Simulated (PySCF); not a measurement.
## Magnetisability and related constants of [closo-1-(NH3)B7H6]-, charge -1

The calculation used GIAO PBE0/def2-SVP magnetisability, rotational g tensor and spin-rotation constants, non-relativistic, gas phase (PySCF 2.14.0). Geometry: GFN2-xTB.

Input:
```
{"job": {"kind": "mag", "xc": "PBE0", "basis": "def2-SVP"}, "charge": -1, "multiplicity": 1}
B     -0.364410    -1.371830     0.568400
B     -0.528880     0.023650     1.434370
B     -0.288050     0.144560    -0.286840
B      1.438610     0.377640    -0.335990
B      0.585650     1.104940     0.875340
B      1.148950    -0.586370     1.164990
B      0.851820    -1.152780    -0.525290
H     -1.063620    -2.362040     0.672050
H     -1.370680     0.241070     2.285790
N     -1.503010     0.769400    -1.525650
H     -1.360940     0.220540    -2.360880
H     -1.285700     1.745240    -1.665850
H     -2.421180     0.633530    -1.128120
H      2.299980     0.901700    -1.016630
H      0.708030     2.258540     1.241740
H      1.950060    -0.993930     1.974010
H      1.203380    -1.953860    -1.371420
```
Coordinates are in Å.

Command: `OMP_NUM_THREADS=1 python excited_run.py task.json out`

Q: What does the run print?

A: Atoms count from 0.
```
coarse grid: 14248 points
cycle   1  E = -233.4705395972  dE =  1.856e+00  |g| = 8.138e-01  |ddm| = 5.338e+00
cycle   2  E = -233.1151600787  dE =  3.554e-01  |g| = 1.332e+00  |ddm| = 3.269e+01
cycle   3  E = -233.7131139659  dE = -5.980e-01  |g| = 1.097e-01  |ddm| = 2.539e+01
cycle   4  E = -233.7143598861  dE = -1.246e-03  |g| = 9.195e-02  |ddm| = 6.346e-01
cycle   5  E = -233.7165401172  dE = -2.180e-03  |g| = 1.434e-02  |ddm| = 2.040e-01
cycle   6  E = -233.7166019098  dE = -6.179e-05  |g| = 2.720e-03  |ddm| = 4.691e-02
cycle   7  E = -233.7166043387  dE = -2.429e-06  |g| = 1.136e-03  |ddm| = 1.745e-02
final grid: 137800 points
cycle   8  E = -233.7429373831  dE = -6.450e-05  |g| = 1.348e-02  |ddm| = 9.943e-01
cycle   9  E = -233.7428951696  dE =  4.221e-05  |g| = 1.789e-02  |ddm| = 2.223e-01
cycle  10  E = -233.7429895319  dE = -9.436e-05  |g| = 9.330e-04  |ddm| = 1.444e-01
cycle  11  E = -233.7429897430  dE = -2.111e-07  |g| = 2.869e-04  |ddm| = 4.645e-03
cycle  12  E = -233.7429897604  dE = -1.743e-08  |g| = 6.648e-05  |ddm| = 1.039e-03
cycle  13  E = -233.7429897614  dE = -9.915e-10  |g| = 2.712e-05  |ddm| = 2.332e-04
converged SCF energy = -233.7429897614

Magnetisability tensor (1e-30 J/T^2)
    -1810.71      246.87     -491.18
      246.87    -1449.95      250.46
     -491.18      250.46    -1820.12
isotropic -1693.59   principal values   -2432.49  -1324.95  -1323.34
isotropic susceptibility -101.990 1e-6 cm^3/mol

Inertial axes            a          b          c
rot. const./GHz      3.4643     2.2081     2.2081
chi total          -146.486    -79.743    -79.743
chi diamagnetic    -488.236   -670.988   -670.988
chi paramagnetic    341.750    591.245    591.245
quadrupole/D A       23.208    -11.604    -11.604
g nuclear            0.5964     0.5910     0.5910
g electronic        -0.5562    -0.6133    -0.6133
g total              0.0402    -0.0223    -0.0223

Spin-rotation constants (kHz, H = +C I.J)
atom  isotope        aa         bb         cc
  0    11B        0.164      0.515      0.515
  1    11B        0.165      0.519      0.519
  2    11B        0.215      0.425      0.425
  3    11B        0.163      0.515      0.515
  4    11B        0.164      0.520      0.520
  5    11B        0.245      0.233      0.233
  6    11B        0.164      0.523      0.523
  7     1H       -0.236     -0.001     -0.001
  8     1H       -0.236     -0.000     -0.000
  9    14N        0.125      0.091      0.091
 10     1H       -0.440     -0.083     -0.083
 11     1H       -0.440     -0.083     -0.083
 12     1H       -0.437     -0.084     -0.084
 13     1H       -0.236     -0.001     -0.001
 14     1H       -0.236      0.000      0.000
 15     1H       -0.017     -0.174     -0.174
 16     1H       -0.236      0.001      0.001
```

For an ion the centre-of-mass motion in the field is neglected.

It took 42 s wall time on 1 thread of an Arm Neoverse N1, shared host, peak memory 0.72 GiB.
